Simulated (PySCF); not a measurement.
Molecule (SMILES): PP (P2H4).
Geometry (B3LYP-D3(BJ)/def2-TZVP, fixed):
```xyz
6

P     -1.0203    -0.4713    -0.0535
P      1.0203     0.4711     0.0549
H     -1.5176     0.2567     1.0604
H     -1.5148     0.4895    -0.9757
H      1.5219    -0.4987     0.9637
H      1.5105    -0.2449    -1.0699
```
Charge 0, spin multiplicity 1.

Basis-set convergence of the isotropic shielding of P1 at PBE0 with PySCF. GIAO, no density fitting; atoms are numbered in the order shown. All functions are spherical. No added dispersion term, no relativity. Reference: the value in pcseg-3, 524.98 ppm, itself unsure by roughly 1.37 ppm (its distance from pcSseg-2). Deviations are taken from unrounded values.

```csv
basis,functions,isotropic shielding of P1 (ppm)
6-31G*,44,564.30
6-31+G*,52,552.41
def2-SVP,56,588.85
def2-SVPD,80,591.94
pcseg-1,56,532.57
aug-pcseg-1,90,530.86
cc-pV(D+d)Z,66,576.17
aug-cc-pV(D+d)Z,100,577.31
6-311G**,76,532.42
6-311+G**,84,533.07
def2-TZVP,98,517.81
def2-TZVPD,122,518.12
pcseg-2,124,530.65
aug-pcseg-2,192,533.40
cc-pV(T+d)Z,134,541.15
aug-cc-pV(T+d)Z,202,539.87
def2-TZVPP,140,518.44
def2-TZVPPD,164,518.81
```

What the diffuse functions change, pair by pair:
- 6-31G* to 6-31+G*: 8 more functions, deviation 39.32 to 27.43 ppm
- def2-SVP to def2-SVPD: 24 more functions, deviation 63.87 to 66.96 ppm
- pcseg-1 to aug-pcseg-1: 34 more functions, deviation 7.59 to 5.88 ppm
- cc-pV(D+d)Z to aug-cc-pV(D+d)Z: 34 more functions, deviation 51.19 to 52.33 ppm
- 6-311G** to 6-311+G**: 8 more functions, deviation 7.44 to 8.09 ppm
- def2-TZVP to def2-TZVPD: 24 more functions, deviation -7.17 to -6.86 ppm
- pcseg-2 to aug-pcseg-2: 68 more functions, deviation 5.67 to 8.42 ppm
- cc-pV(T+d)Z to aug-cc-pV(T+d)Z: 68 more functions, deviation 16.17 to 14.89 ppm
- def2-TZVPP to def2-TZVPPD: 24 more functions, deviation -6.54 to -6.17 ppm

They bring the value nearer the reference by more than 1.37 ppm in 2 of 9 pairs.
